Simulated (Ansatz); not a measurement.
The first iterations of a band of a periodic cell of 22 atoms, Si₁₆H₅Cl (surface Si(111), underside capped with H, adsorbate HCl, already come apart at the first end).

These are results of DFT PBE-D3(BJ), scalar-relativistic, plane waves, PAW in Ansatz, not measurements. Settings: PAW set soft_1, cutoff 420 eV, k mesh 2x2x1, gaussian smearing 0.02 eV, no spin polarisation.

* movable images: 5
* climbing image: yes
* spring: 5.0 eV/Å²
* optimiser: quadratic models (default)
* start path: IDPP
* force threshold: 0.03 eV/Å
* iteration limit: 24
* end points: relaxed
* atoms held: 1 to 8

Initial state:

```xyz
22
Lattice="7.6792 0.0000 0.0000 3.8396 6.6504 0.0000 0.0000 0.0000 18.4188" Properties=species:S:1:pos:R:3
H 1.920 1.108 1.000
H 5.759 1.108 1.000
H 3.840 4.434 1.000
H 7.679 4.434 1.000
Si 1.920 1.108 2.500
Si 5.759 1.108 2.500
Si 3.840 4.434 2.500
Si 7.679 4.434 2.500
Si -0.003 2.223 3.273
Si 3.839 2.197 3.296
Si 1.923 5.543 3.219
Si 5.760 5.547 3.265
Si -0.125 2.341 5.611
Si 3.932 2.474 5.694
Si 1.921 5.640 5.558
Si 5.695 5.525 5.636
Si -0.016 0.117 6.352
Si 3.765 0.175 5.791
Si 1.846 3.410 6.304
Si 5.803 3.438 6.791
Cl 1.843 3.464 8.402
H -0.062 0.047 7.850
```

Final state:

```xyz
22
Lattice="7.6792 0.0000 0.0000 3.8396 6.6504 0.0000 0.0000 0.0000 18.4188" Properties=species:S:1:pos:R:3
H 1.920 1.108 1.000
H 5.759 1.108 1.000
H 3.840 4.434 1.000
H 7.679 4.434 1.000
Si 1.920 1.108 2.500
Si 5.759 1.108 2.500
Si 3.840 4.434 2.500
Si 7.679 4.434 2.500
Si 0.007 2.245 3.215
Si 3.834 2.219 3.230
Si 1.892 5.535 3.283
Si 5.788 5.504 3.328
Si 0.031 2.417 5.565
Si 3.831 2.251 5.581
Si 1.734 5.691 5.641
Si 5.969 5.856 5.776
Si -0.030 0.097 5.656
Si 3.945 0.228 6.893
Si 1.963 3.481 6.336
Si 5.732 3.584 5.813
Cl 1.957 3.346 8.430
H 0.027 0.008 4.141
```

| iteration | highest image above the first end (eV) | largest band force component (eV/Å) |
| --- | --- | --- |
| 1 | 5.485 | 5.570 |
| 2 | 3.503 | 3.525 |
| 3 | 2.821 | 2.496 |
| 4 | 2.446 | 0.666 |
| 5 | 2.270 | 0.511 |

Problem. Does the band converge within its limit, and where does its top end?

Solution. It converged. It ended after 17 iterations with the highest image 1.581 eV above the first end. The profile has 2 maxima (images 1, 3) with wells between them (image 2): this band takes more than one step, which may be the mechanism or a detour left from its start path. Neighbouring images differ by up to 1.6 eV, so the band resolves the path poorly. The order of the stationary point at the top wasn't checked. Limits of this set-up: coarse k mesh, thin slab, slab without dipole correction.

The run took 21 min on 1 thread of Arm Neoverse V1, with other jobs on the host, peak memory 1.5 GiB.
